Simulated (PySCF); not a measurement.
CH8ClNSi2. Atoms are numbered in the order given.

```xyz
13

C     -1.2086    -1.3661     1.1101
Si    -0.3031     0.0500     0.2852
N     -0.8359     1.5349     0.9874
Si     2.0331    -0.0418     0.4165
Cl    -0.7266    -0.0947    -1.7876
H     -0.9978    -1.3836     2.1910
H     -0.9043    -2.3287     0.6718
H     -2.2966    -1.2608     0.9660
H     -0.3848     2.4041     0.7149
H     -1.8314     1.6869     1.1332
H      2.6157     1.1819    -0.2118
H      2.4942    -0.1102     1.8365
H      2.5410    -1.2424    -0.3095
```
Charge 0, spin multiplicity 1.

Coordinates come from a B3LYP-D3(BJ)/def2-SVP optimisation. The structure was generated by enumeration; whether it is a known compound was not checked. One conformer was computed; it need not be the lowest.

Level of theory: PBE/pcSseg-1 in PySCF.

GIAO shieldings, no solvent; atoms alike by connectivity are averaged. δ = σ(ref) − σ: ¹³C against TMS (σ = 182.0 ppm); ²⁹Si against TMS (σ = 335.4 ppm); ¹⁵N against NH3 (σ = 267.0 ppm); ³⁵Cl against HCl (σ = 936.5 ppm); ¹H against TMS (σ = 31.49 ppm), references at their B3LYP-D3(BJ)/def2-TZVP geometries, non-relativistic (without spin–orbit terms, shifts of atoms bonded to Cl or Br come out too high).

Computed chemical shifts:
| nucleus | atoms | count | δ (ppm) |
|---|---|---|---|
| ¹³C | C1 | 1 | 7.3 |
| ²⁹Si | Si2 | 1 | 19.3 |
| ²⁹Si | Si4 | 1 | -110.6 |
| ¹⁵N | N3 | 1 | 53.3 |
| ³⁵Cl | Cl5 | 1 | 133.9 |
| ¹H | H11, H12, H13 | 3 | 3.76 |
| ¹H | H9, H10 | 2 | 1.44 |
| ¹H | H6, H7, H8 | 3 | 0.86 |
